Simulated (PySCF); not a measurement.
Orbital picture of ZnCl⁺

RHF at R = 2.059 Å; PySCF, no relativity, basis sets Zn def2-TZVPPD, Cl def2-TZVPPD. State: ¹Σ⁺ (singlet), closed shell. Only the outer orbitals are listed, counted within each symmetry.

```
orbital  occ.  ε (eV)  on Zn (%)   main shells (%)
     4π     2  -31.62        100          100 Zn d
     4π     2  -31.62        100          100 Zn d
     1δ     2  -31.60        100          100 Zn d
     1δ     2  -31.60        100          100 Zn d
    10σ     2  -31.19         88  87 Zn d, 12 Cl s
    11σ     2  -19.28         30  68 Cl p, 24 Zn s
     5π     2  -17.77          4           95 Cl p
     5π     2  -17.77          4           95 Cl p
    12σ     0   -7.77         91  64 Zn s, 27 Zn p
     6π     0   -4.05        108          105 Zn p
     6π     0   -4.05        108          105 Zn p
```

Q: Which are the highest filled and the lowest empty level, where do they sit, and how wide is the gap?

A: Highest filled 5π at -17.77 eV (in %: 95 Cl p); lowest empty 12σ at -7.77 eV (in %: 64 Zn s, 27 Zn p); the gap at RHF is 10.00 eV.

| Quantity | Value |
| --- | --- |
| bond order (Mayer) | 1.22 |
| ⟨S²⟩ | 0.000 |
| charge on Zn (Mulliken, basis-dependent) | 1.13 |
| charge on Zn (Löwdin, basis-dependent) | 0.99 |
| dipole moment (positive dipole points towards Cl; it is taken about the centre of mass and depends on that origin) | -6.85 D |
| polarisability along the bond | 35.8 bohr³ |
| polarisability across the bond | 21.6 bohr³ |

Shares are Mulliken populations and can fall outside 0 to 100 %.
